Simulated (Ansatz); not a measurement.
Basis-set extrapolation for `BS/C=C/BC` (PBE0-D4/def2-TZVP geometry, frozen core, Ansatz 0.2.0). Multiplicity 1, RHF reference.

|  | def2-TZVPP | def2-QZVPP |
| --- | --- | --- |
| HF | -565.229209 | -565.247949 |
| MP2 correlation | -0.871607 | -0.930866 |
| CCSD(T) correlation | -0.977957 | not run |

Energies in hartree. Use E(X) = E(∞) + A·exp(−7.88·√X) for Hartree–Fock and E(X) = E(∞) + B·X^(−2.97) for correlation, with X = 3 and 4, and add CCSD(T) minus MP2 of the smaller set to the MP2 limit.

Task: What is the CCSD(T) energy at the basis-set limit?

Result: HF limit: -565.247949 + (-0.018740) × 0.13774 = -565.25053. MP2 limit: -0.930866 + (-0.059259) × 0.74074 = -0.97476. Higher-order term: -0.977957 − (-0.871607) = -0.10635. Total: -566.33164 hartree, 3.39 eV below CCSD(T)/def2-TZVPP.
